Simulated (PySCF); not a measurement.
Compound: C5H11OSi (doublet state).
Numbering: `[CH2:1]=[C:2][O:3][SiH2:4][CH2:5][CH2:6][CH3:7]` (hydrogens: H8, H9 on C1; H10, H11 on Si4; H12, H13 on C5; H14, H15 on C6; H16, H17, H18 on C7)

Structure used (GFN2-xTB), in Å, numbered top down from 1:
```
atom  x, y, z in Å
C1     3.543    1.054   -0.136
C2     2.383    1.031    0.454
O3     1.280    0.358    0.382
Si4    0.727   -0.975   -0.413
C5    -1.069   -1.140    0.175
C6    -2.113   -0.448   -0.704
C7    -1.936    1.064   -0.742
H8     4.310    1.752    0.143
H9     3.789    0.366   -0.947
H10    1.545   -2.124   -0.016
H11    0.848   -0.768   -1.858
H12   -1.165   -0.764    1.196
H13   -1.311   -2.204    0.213
H14   -3.111   -0.679   -0.320
H15   -2.053   -0.848   -1.718
H16   -2.000    1.479    0.262
H17   -2.709    1.524   -1.355
H18   -0.966    1.327   -1.157
```

The hyperfine couplings belong to this conformer and change with its torsions.

Computed, not measured: UKS B3LYP, pcH-1 on C H O Si, non-relativistic, mean-field spin-orbit, GIAO in PySCF 2.14.0. One conformer (not necessarily the lowest) at the GFN2-xTB geometry, without solvent, vibrations or thermal averaging. The geometry wasn't refined by DFT: couplings that depend on bond lengths, twists or pyramidal angles can differ widely from those at the functional's own minimum. The SCF solution wasn't tested for stability.

(1) The isotropic 13C couplings are +448.6, +74.6, -1.2 MHz. Assign them to C1; C2; C5.

Results:

(1) 
| site | a_iso (MHz) | ρ(0) (bohr⁻³) | position | distance from C2 (Å) | spin population | largest \|T\| (MHz) |
| --- | --- | --- | --- | --- | --- | --- |
| C1 | +74.6 | +0.0664 | 1 bond from C2 | 1.30 | -0.13 | 21.3 |
| C2 | +448.6 | +0.3991 | largest spin population | 0.00 | +0.91 | 134.8 |
| C5 | -1.2 | -0.0011 | 3 bonds from C2 | 4.09 | 0.00 | 0.5 |

ρ(0) is the spin density at the nucleus and T the dipolar tensor; a_iso includes a spin–orbit part; entries for several nuclei are means. The largest Mulliken spin populations are on C2 (+0.91), C1 (-0.13) and H9 (+0.08). No atom but C2 exceeds +0.15. The positive populations add up to 1.13 and the negative ones to -0.13, together 2S = 1.

Means are taken over nuclei equivalent by connectivity, which assumes that they swap fast. The 1H value of +6.1 MHz is a mean of couplings from 3.6 to 8.6 MHz in this one geometry, not an average over conformers.

Hardware: one thread of an Arm Neoverse V2, no GPU (shared host). Cost: 1.7 min wall (grids of density and orbitals included), 0.98 GiB resident at most.
